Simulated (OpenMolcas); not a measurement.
## Pt2+: moving the ligands

Pt2+ with 6 ligands (fluoride) in octahedral coordination (Oh) at 2.11 Å. A charge of +0.667 e stands 2.6 Å behind each ligand. Ligand basis ANO-RCC-VDZP.
```
Pt    0.0000    0.0000    0.0000
F     2.1100    0.0000    0.0000
F     0.0000    2.1100    0.0000
F    -2.1100    0.0000    0.0000
F     0.0000   -2.1100    0.0000
F     0.0000    0.0000    2.1100
F     0.0000    0.0000   -2.1100
```

| Property | Result |
| --- | --- |
| Program | OpenMolcas 26.06 |
| Method | SS-CASPT2, IPEA 0.25 Eh, imaginary shift 0.1 Eh (closed shells correlated: 5s 5p and the ligand valence shells) |
| Basis | ANO-RCC-VDZP [7s6p4d2f] |
| Scalar Hamiltonian | DKH2, point nucleus |
| Active space | 8 electrons in 5 orbitals (5d) |
| State averaging | 2S+1 = 3 even, 10 roots; 2S+1 = 1 even, 15 roots |
| Spin-orbit coupling | state interaction with AMFI integrals over the reference wave functions |

Runs around this geometry, states (labels of O, the rotations of Oh). Energies in cm-1 above the lowest state or level, χT in cm3 K/mol; 10Dq and B are least-squares fits to the states below 45000 cm-1, weighted by degeneracy, with a free offset, and given where the rms deviation is under 5 % of |10Dq| (or 100 cm-1) and under 700 cm-1.

| R (Å) | Ground state | First state of that spin | 10Dq | B (rms of fit) | First gap with spin-orbit (degeneracies) | χT at 300 K | First state of another spin |
| --- | --- | --- | --- | --- | --- | --- | --- |
| 2.02 | 3A2 | 3T2 21620 | 21955 | 651 (291) | 8120 (3, 2) | 1.589 | 1E 9010 |
| 2.11 | 3A2 | 3T2 17170 |  |  | 7880 (3, 2) | 1.735 | 1E 9210 |
| 2.2 | 3A2 | 3T2 13970 |  |  | 7400 (3, 2) | 1.880 | 1E 9300 |

Taking the first state of the same spin as R^-n, n = -ln(13970 / 21620) / ln(2.2 / 2.02) = 5.1 between the shortest and longest distance.

Roots that are degenerate in the reference are averaged as groups; the widest CASPT2 spread within a group is 490 cm-1 (the 3-fold group of multiplicity 1 near 26600 cm-1 above the lowest state of its run, R = 2.11). Shifts and gaps below about the spread of the groups concerned are not significant. Over all roots computed the reference weight is 0.70 in R = 2.02, 0.69 to 0.70 in R = 2.11, 0.69 to 0.70 in R = 2.2; a low but even weight reflects the number of correlated electrons. Real 4d8 and 5d8 ions are as a rule square planar and diamagnetic. Ligand-to-metal charge-transfer states are missing. With no ligand orbital active B as a rule stays too high, so bands that hang on it stand too high and its fall with covalency is understated. With one d shell and no ligand orbital active, 10Dq can be off by a tenth or more. No measured value stands beside these numbers; the geometry is a model, was not optimised and need not be the one that this ion takes.
